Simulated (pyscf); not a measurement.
Single points on ωB97X-D3(BJ)/def2-SVP structures (PySCF, gas phase).

### Question
Estimate by transition-state theory (the high-pressure limit) the rate constant of `[SiH3][Cl]` + `[S]=[Bi][Cl]` -> `[SiH3][S][Bi]([Cl])[Cl]` (singlet surface; Cl–Si broken, Bi–Cl, S–Si formed) at 900 K, with ωB97M-D3(BJ)/def2-TZVP energies (ideal gas, 1 atm, RRHO with modes under 100 cm⁻¹ raised to 100, one conformer, R ln 2 for chiral ones without a mode under 150 cm⁻¹; no tunnelling).

### Answer
The electronic barrier is 5.8 kcal/mol and the thermal terms add +36.6, so ΔG‡ = 42.4 kcal/mol. With k_BT/h = 1.88e+13 s⁻¹ and RT = 1.788 kcal/mol, and a volume of 1.23e-19 cm³ per molecule at 1 atm, k = 1.2e-16 cm³ molecule⁻¹ s⁻¹. The product is born with the 35 kcal/mol of the reverse barrier and needs collisions to keep. Wigner's tunnelling factor for 257i cm⁻¹ would be 1.01. A shift of 1 kcal/mol in the barrier changes k by a factor 1.7. On the reactant side the descent ends in an adduct with a Bi–Cl contact, 9.8 kcal/mol under the separated species and 7.7 kcal/mol under the saddle at ωB97X-D3(BJ)/def2-TZVP. What is counted as formed (Bi–Cl) is already present as a longer contact in the reactant adduct; forming that adduct is a step of its own. At ωB97X-D3(BJ) the barrier from the zero used here is -2.1 kcal/mol. One saddle was located; it need not be the lowest between these sides. Elements past Kr carry the def2 core potentials, without spin-orbit coupling.
